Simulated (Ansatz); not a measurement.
C4H3S (SMILES [c]1cccs1), doublet (typed; the unrestricted solution is spin-contaminated), at a GFN2-xTB geometry, with bond 6-3 at 3.0 times its length; HF/STO-3G run with Ansatz (an electronic-structure program).

The Ansatz input:
Ansatz 0.2 input:
```yaml
crystal:
  periodic: [false, false, false]
  atoms:
    - {symbol: S, position_ang: [-0.00127787, 0.06970181, 1.20878531]}
    - {symbol: C, position_ang: [-0.01316788, 1.23910850, -0.02540317]}
    - {symbol: C, position_ang: [0.01247167, -1.17275513, 0.00395312]}
    - {symbol: C, position_ang: [-0.00754797, 0.76302635, -1.27874893]}
    - {symbol: C, position_ang: [0.00761731, -0.66385036, -1.25401862]}
    - {symbol: H, position_ang: [0.04482406, -4.25301140, 0.92588603]}
    - {symbol: H, position_ang: [-0.01339697, 1.35042145, -2.17665447]}
    - {symbol: H, position_ang: [0.01434834, -1.25931936, -2.14986897]}
basis:
  gaussian:
    orbitals: STO-3G
hamiltonian:
  xc: hf
magnetization: {spin_polarized: true, initial_magnetization: 1}
scf: {lower_state_search: off}
```

Q: Predict the main parts of the log of this Ansatz run.

A: 
```
Functional definition: HF
these checks for a lower state are left out or cut short: stability, starts, cluster_reference, orbital_swaps, neighbouring_geometries, increment
413 factors; integrals over basis functions are off by at most 5.6e-5 eV
mean field evaluation 1: about -14791.9716 eV, gradient 1.7e1 eV
mean field evaluation 2: about -14792.1240 eV, gradient 1.7e1 eV
mean field evaluation 4: about -14795.5740 eV, gradient 1.3e1 eV
mean field evaluation 8: about -14800.4286 eV, gradient 5.8e0 eV
mean field evaluation 16: about -14808.3452 eV, gradient 4.9e-2 eV
mean field -14809.46297837 eV, -544.2377262406 hartree, gradient 4.1e-6 eV, S^2 2.113185; 0 other end points of the search recorded, 0 dependent functions left out
reference -14809.46297837 eV, -544.2377262406 hartree; 22, 21 occupied and 10, 11 virtual orbitals, 413 factors
Total energy: -14809.46297837 eV, -544.2377262406 hartree
Checks for a lower state left out: stability, starts, cluster_reference, orbital_swaps, neighbouring_geometries, increment
```
